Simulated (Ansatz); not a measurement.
```yaml
crystal:
  periodic: [false, false, false]
  atoms:
    - {symbol: K, position_ang: [-3.124788, -1.034422, -0.271320]}
    - {symbol: K, position_ang: [-1.776032, 2.685721, -1.426879]}
    - {symbol: K, position_ang: [0.179655, 0.908318, 2.215772]}
    - {symbol: K, position_ang: [0.491668, -3.655030, 1.658323]}
    - {symbol: K, position_ang: [3.187284, 2.773718, -0.715178]}
    - {symbol: K, position_ang: [0.921677, -1.165805, -1.946452]}
basis:
  gaussian: {orbitals: 6-31G, final_grid: {core_spheres: 8, valence_spheres: 7, degree: 23}}
total_charge: -1
magnetization: {spin_polarized: true, initial_magnetization: 1}
hamiltonian: {xc: {name: HSE06}}
```

```sh
$ ansatz run in.yaml --threads 4 --pin off --events-out ev --progress --plain --max-ram 4787MiB
```

Shortened log:

```
Functional definition: HSE06
1758 factors; integrals over basis functions are off by at most 2.7e-4 eV
174 factors; integrals over basis functions are off by at most 8.7e-6 eV
mean field evaluation 1: about -97914.5032 eV, gradient 5.4e0 eV
mean field evaluation 2: about -97912.7043 eV, gradient 1.2e1 eV
mean field evaluation 4: about -97914.8838 eV, gradient 1.3e0 eV
mean field evaluation 8: about -97914.9741 eV, gradient 3.3e-1 eV
mean field evaluation 16: about -97914.9773 eV, gradient 4.5e-3 eV
mean field evaluation 32: about -97914.9773 eV, gradient 1.6e-4 eV
mean field evaluation 64: about -97913.9982 eV, gradient 1.5e0 eV
mean field evaluation 96: about -97914.9718 eV, gradient 3.3e-1 eV
mean field evaluation 128: about -97914.2332 eV, gradient 1.5e-1 eV
mean field evaluation 160: about -97914.4275 eV, gradient 8.9e-2 eV
mean field -97914.97731927 eV, -3598.3090473279 hartree, gradient 6.1e-6 eV, S^2 0.781294; 10 other end points of the search recorded, 0 dependent functions left out
reference -97914.97736290 eV, -3598.3090489312 hartree; 58, 57 occupied and 116, 117 virtual orbitals, 1758 factors
Total energy: -97914.97736290 eV, -3598.3090489312 hartree
```

It took 67 s on 4 threads of AMD EPYC 7B13 on a shared host, peak host memory 1.3 GiB.

The 6-31G sets use Cartesian d functions. HSE06 is defined as in plane-wave codes, on full-range PBE exchange. The highest occupied level of an anion often lies above zero with these methods, and sets without diffuse functions describe the outer electron poorly.
